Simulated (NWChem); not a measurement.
System: SiPH4, doublet; SMILES [SiH2]P

NWChem input:

```
start job
memory heap 200 mb stack 900 mb global 1100 mb
geometry units angstroms noautoz
  Si    -0.080018    -1.166048     0.000000
  P      0.070770     1.099202     0.000000
  H      0.637149    -1.679099     1.207476
  H      0.637149    -1.679099    -1.207476
  H     -0.862126     1.344977     1.046592
  H     -0.862126     1.344977    -1.046592
end
basis spherical
  Si library def2-tzvp
  P library def2-tzvp
  H library def2-tzvp
end
dft
  odft
  mult 2
  xc xwpbe 0.80 cpbe96 1.0 hfexch 1.00
  cam 0.2 cam_alpha 0.2 cam_beta 0.8
  iterations 150
  mulliken
end
task dft energy
```

Excerpt of the output:

```
             Northwest Computational Chemistry Package (NWChem) 7.3.0
             --------------------------------------------------------

 CS  symmetry detected

                             Geometry "geometry" -> ""
                             -------------------------

 Output coordinates in angstroms (scale by  1.889725989 to convert to a.u.)

  No.       Tag          Charge          X              Y              Z
 ---- ---------------- ---------- -------------- -------------- --------------
    1 Si                  14.0000    -0.05714757     1.15114282     0.00000000
    2 P                   15.0000     0.07896158    -1.11503654     0.00000000
    3 H                    1.0000     0.66332825     1.65953680     1.20747600
    4 H                    1.0000     0.66332825     1.65953680    -1.20747600
    5 H                    1.0000    -0.85550713    -1.35476250     1.04659200
    6 H                    1.0000    -0.85550713    -1.35476250    -1.04659200

 Effective nuclear repulsion energy (a.u.)      81.4437378730

      Symmetry information
      --------------------

 Group name             Cs
 Group number              2
 Group order               2
 No. of unique centers     4

  pbe96 is a nonlocal functional; adding pw91lda local functional.

                                 NWChem DFT Module
                                 -----------------

 Summary of "ao basis" -> "ao basis" (spherical)
 ------------------------------------------------------------------------------
       Tag                 Description            Shells   Functions and Types
 ---------------- ------------------------------  ------  ---------------------
 Si                        def2-tzvp                13       37   5s5p2d1f
 P                         def2-tzvp                13       37   5s5p2d1f
 H                         def2-tzvp                 4        6   3s1p

      Symmetry analysis of basis
      --------------------------

        a'         62
        a"         36

            General Information
            -------------------
          SCF calculation type: DFT
          Wavefunction type:  spin polarized.
          No. of atoms     :     6
          No. of electrons :    33
           Alpha electrons :    17
            Beta electrons :    16
          Charge           :     0
          Spin multiplicity:     2
          Use of symmetry is: on ; symmetry adaption is: on
          Maximum number of iterations: 150
          AO basis - number of functions:    98
                     number of shells:    42
          Convergence on energy requested:  1.00D-06
          Convergence on density requested:  1.00D-05
          Convergence on gradient requested:  5.00D-04

              XC Information
              --------------
                     Hartree-Fock (Exact) Exchange  1.000
                     LC-wPBE(h)Exchange Functional  0.800
            Perdew 1991 LDA Correlation Functional  1.000 local
           PerdewBurkeErnz. Correlation Functional  1.000 non-local

           Range-Separation Parameters
           ---------------------------
           Alpha           :  0.20
           Beta            :  0.80
           Gamma           :  0.20
           Short-Range HF  :     F

             Grid Information
             ----------------
          Grid used for XC integration:  medium
          Radial quadrature: Mura-Knowles
          Angular quadrature: Lebedev.
          Tag              B.-S. Rad. Rad. Pts. Rad. Cut. Ang. Pts.
          ---              ---------- --------- --------- ---------
          Si                  1.10       88          10.0       590
          P                   1.00       88          10.0       590
          H                   0.35       45          11.0       434
          Grid pruning is: on
          Number of quadrature shells:   266
          Spatial weights used:  Erf1

      Superposition of Atomic Density Guess
      -------------------------------------

 Sum of atomic energies:        -631.48576161

      Non-variational initial energy
      ------------------------------

 Total energy =    -631.924450
 1-e energy   =   -1035.835577
 2-e energy   =     322.467390
 HOMO         =      -0.137347
 LUMO         =       0.062751

   Symmetry analysis of molecular orbitals - initial alpha
   -------------------------------------------------------

  Numbering of irreducible representations:

     1 a'          2 a"

  Orbital symmetries:

     1 a'          2 a'          3 a'          4 a'          5 a"
     6 a'          7 a'          8 a"          9 a'         10 a'
    11 a'         12 a'         13 a"         14 a"         15 a'
    16 a'         17 a'         18 a'         19 a"         20 a'
    21 a"         22 a'         23 a'         24 a"         25 a'
    26 a'         27 a'

   Symmetry analysis of molecular orbitals - initial beta
   ------------------------------------------------------

  Numbering of irreducible representations:

     1 a'          2 a"

  Orbital symmetries:

     1 a'          2 a'          3 a'          4 a'          5 a"
     6 a'          7 a'          8 a"          9 a'         10 a'
    11 a'         12 a'         13 a"         14 a"         15 a'
    16 a'         17 a'         18 a'         19 a"         20 a'
    21 a"         22 a'         23 a'         24 a"         25 a'
    26 a'         27 a'

     ---------------------------------------------
      Total Density - Mulliken Population Analysis
     ---------------------------------------------

    Atom       Charge   Shell Charges
 -----------   ------   -------------------------------------------------------
    1 Si  14    13.89   2.00  0.59  1.38  0.95  0.57  4.11  1.73  0.47  1.25  0.68  0.05  0.07  0.01
    2 P   15    15.26   2.01  0.53  1.43  1.03  0.70  4.17  1.70  0.68  1.87  1.02  0.04  0.08  0.01
    3 H    1     1.04   0.22  0.54  0.27  0.01
    4 H    1     1.04   0.22  0.54  0.27  0.01
    5 H    1     0.88   0.21  0.47  0.19  0.01
    6 H    1     0.88   0.21  0.47  0.19  0.01

     --------------------------------------------
      Spin Density - Mulliken Population Analysis
     --------------------------------------------

    Atom       Charge   Shell Charges
 -----------   ------   -------------------------------------------------------
    1 Si  14     0.74   0.00  0.00 -0.00  0.05  0.08  0.01 -0.01  0.06  0.28  0.26  0.00 -0.00  0.00
    2 P   15     0.18   0.00  0.00 -0.00  0.00  0.01  0.00 -0.00  0.03  0.08  0.05  0.00  0.01  0.00
    3 H    1     0.03   0.01  0.02  0.01  0.00
    4 H    1     0.03   0.01  0.02  0.01  0.00
    5 H    1     0.01   0.00  0.01 -0.00  0.00
    6 H    1     0.01   0.00  0.01 -0.00  0.00

   convergence    iter        energy       DeltaE   RMS-Dens  Diis-err
 ---------------- ----- ----------------- --------- --------- ---------
 d= 0,ls=0.0,diis     1   -632.9433414413 -7.14D+02  2.54D-03  1.28D-01
                                                     1.43D-03  1.25D-01
 d= 0,ls=0.0,diis     2   -632.9706925878 -2.74D-02  6.80D-04  2.25D-03
                                                     6.87D-04  2.21D-03
 d= 0,ls=0.0,diis     3   -632.9728265022 -2.13D-03  2.43D-04  6.50D-04
                                                     1.50D-04  5.52D-04
 d= 0,ls=0.0,diis     4   -632.9733094996 -4.83D-04  1.45D-04  3.66D-05
                                                     1.55D-04  5.44D-05
 d= 0,ls=0.0,diis     5   -632.9734454184 -1.36D-04  6.78D-05  8.31D-06
                                                     7.30D-05  8.85D-06
  Resetting Diis
 d= 0,ls=0.0,diis     6   -632.9734730424 -2.76D-05  1.77D-05  9.31D-07
                                                     3.14D-05  2.10D-06
 d= 0,ls=0.0,diis     7   -632.9734782119 -5.17D-06  1.01D-05  5.23D-07
                                                     1.07D-05  4.20D-07
 d= 0,ls=0.0,diis     8   -632.9734795042 -1.29D-06  4.97D-06  1.14D-07
                                                     8.73D-06  2.41D-07
 d= 0,ls=0.0,diis     9   -632.9734800747 -5.71D-07  1.05D-05  1.00D-07
                                                     1.37D-05  7.91D-08
 d= 0,ls=0.0,diis    10   -632.9734805087 -4.34D-07  1.34D-06  2.02D-09
                                                     1.58D-06  2.54D-09

         Total DFT energy =     -632.973480508723
      One electron energy =    -1037.777422322198
           Coulomb energy =      368.714433023578
    Exchange-Corr. energy =      -45.354229083078
 Nuclear repulsion energy =       81.443737872975

 Numeric. integr. density =       33.000000158611

                  Occupations of the irreducible representations
                  ----------------------------------------------

                     irrep           alpha         beta
                     --------     --------     --------
                     a'               13.0         12.0
                     a"                4.0          4.0

                    DFT Final Alpha Molecular Orbital Analysis
                    ------------------------------------------

 Vector   15  Occ=1.000000D+00  E=-4.165165D-01  Symmetry=a'
              MO Center=  4.1D-02, -3.2D-01,  3.2D-15, r^2= 2.9D+00
   Bfn.  Coefficient  Atom+Function         Bfn.  Coefficient  Atom+Function
  ----- ------------  ---------------      ----- ------------  ---------------
    52     -0.262304  2 P  px                16      0.244218  1 Si py
    53     -0.242506  2 P  py                41     -0.172760  2 P  s
    42     -0.169735  2 P  s                 88      0.128747  5 H  s
    94      0.128747  6 H  s                 55     -0.118285  2 P  px
    40      0.110119  2 P  s                 49     -0.109346  2 P  px

[...]
```

Level: LRC-wPBEh/def2-TZVP, spin-unrestricted. In the optimisation the excess spin sits in a' (Cs, its own frame). All runs use the structure optimised with B3LYP/6-31G* (spherical d), spin-unrestricted. No stability test was run on the SCF state.
